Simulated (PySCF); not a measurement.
## Telling isomers of C$_{6}$H$_{9}$OP apart by NMR

How the numbers were obtained: GIAO PBE0/pcSseg-1 shieldings, structure optimised with GFN2-xTB, in PySCF (non-relativistic, single conformer, rapidly exchanging positions averaged, in vacuum).

δ = σ(ref) − σ, references computed at the same level: 1H and 13C against TMS. Splittings of carbon signals by F and P are missing where no couplings were computed. Where no couplings were computed, multiplicities follow the n + 1 count of equivalent neighbours, and m marks all less simple cases (inequivalent or close neighbours, rings, F or P nearby). Shifts are as computed. Against solution values, carbons near 30 ppm lie about +3 ppm off and those near 130 ppm about +5 ppm. Of 1211 compounds with measured shifts, 218 miss one by over three times the rms of a fit or turn the order of signals round; such compounds aren't used in these exercises.

(1) Tabulate the signals of `CCc1oc(C)cp1`, `CP1(=O)C=CCC=C1`, `COc1c[pH]c(C)c1`, `COc1ccp(C)c1` and their relative energies.

(2) What is the quickest way to tell CCc1oc(C)cp1 from CP1(=O)C=CCC=C1?

(3) What is the quickest way to tell COc1c[pH]c(C)c1 from COc1ccp(C)c1?

(4) What is the quickest way to tell CP1(=O)C=CCC=C1 from COc1ccp(C)c1?

Results:

(1) 
```tsv
SMILES	carbon types	δC	δH	E rel. (kcal/mol)
CCc1oc(C)cp1	2×C 1×CH 1×CH2 2×CH3	212.4, 163.4, 127.7, 31.9, 21.9, 18.8	6.68 (m, 1H), 3.03 (m, 2H), 2.54 (s, 3H), 1.30 (t, 3H)	0.0
CP1(=O)C=CCC=C1	4×CH 1×CH2 1×CH3	147.3, 138.0, 33.6, 21.5	6.83 (m, 2H), 6.58 (m, 2H), 3.04 (m, 1H), 2.57 (m, 1H), 1.33 (m, 3H)	1.1
COc1c[pH]c(C)c1	2×C 2×CH 2×CH3	173.9, 159.1, 139.8, 91.6, 57.1, 21.6	6.74 (m, 1H), 4.97 (m, 1H), 4.66 (m, 1H), 3.86 (s, 3H), 2.40 (m, 3H)	19.8
COc1ccp(C)c1	1×C 3×CH 2×CH3	172.5, 151.0, 141.7, 104.4, 57.4, 14.9	7.10 (m, 1H), 6.89 (m, 1H), 5.10 (m, 1H), 3.87 (s, 3H), 1.32 (m, 3H)	18.9
```

Energies are electronic energies at PBE0/pcSseg-1 on these geometries, without zero-point or thermal terms, each for the one conformer computed, which needn't be the lowest.

(2) Count the carbon signals: 6 against 4. The first has a substituted aromatic carbon next to the ring oxygen (C) at 212.4 ppm, the second an alkene CH at 147.3 ppm.

(3) Both give the same number of carbon signals, but DEPT or the intensities differ. The first has a unsaturated ring carbon (C) at 159.1 ppm, the second a unsaturated ring CH at 104.4 ppm. Their most deshielded carbons lie at 173.9 and 172.5 ppm.

(4) Count the carbon signals: 4 against 6. The first has an allylic sp3 CH2 at 33.6 ppm, the second a unsaturated ring carbon (C) at 172.5 ppm. Their most deshielded carbons lie at 147.3 and 172.5 ppm.
